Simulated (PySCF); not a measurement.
A species of formula CH7FSi2 has this rotational fingerprint, computed with PBE0-D3(BJ)/def2-SVP geometry optimisation, gas phase (PySCF):

* Rotational constants: A = 5792, B = 2777, C = 2046 MHz
* Dipole components: |μa| = 0.00 D, |μb| = 1.07 D, |μc| = 0.84 D
* Inertial defect: -22.23 u·Å²
* κ: -0.61

Question: Which structure is it? (One computed conformer of each.)
A. `[F:1][CH2:2][SiH2:3][SiH3:4]` with F1–C2–Si3–Si4 48°
B. `FC([SiH3])[SiH3]`
C. `[F:1][SiH2:2][CH2:3][SiH3:4]` with F1–Si2–C3–Si4 -57°

Answer: B. It is FC([SiH3])[SiH3], an asymmetric top, point group Cs. The candidates at the same level (rigid rotor, commonest isotopes):

| SMILES | A (MHz) | B (MHz) | C (MHz) | μa (D) | μb (D) | μc (D) | Δ (u·Å²) | point group | rotor |
| --- | --- | --- | --- | --- | --- | --- | --- | --- | --- |
| FC([SiH3])[SiH3] | 5792 | 2777 | 2046 | 0.00 | 1.07 | 0.84 | -22.23 | Cs | asymmetric top |
| FC[SiH2][SiH3] | 6091 | 2452 | 1904 | 0.23 | 1.28 | 0.76 | -23.66 | C1 | asymmetric top |
| F[SiH2]C[SiH3] | 8237 | 2222 | 1926 | 0.62 | 1.80 | 0.22 | -26.38 | C1 | near-prolate asymmetric top |

`F[SiH2]C[SiH3]` has A 42 % too high; `FC[SiH2][SiH3]` has B 12 % too low. In the right answer the mirror of this Cs structure is the bc plane, so μa vanishes by symmetry (the 0.01 D computed is a residue). No structure here is proved a minimum.
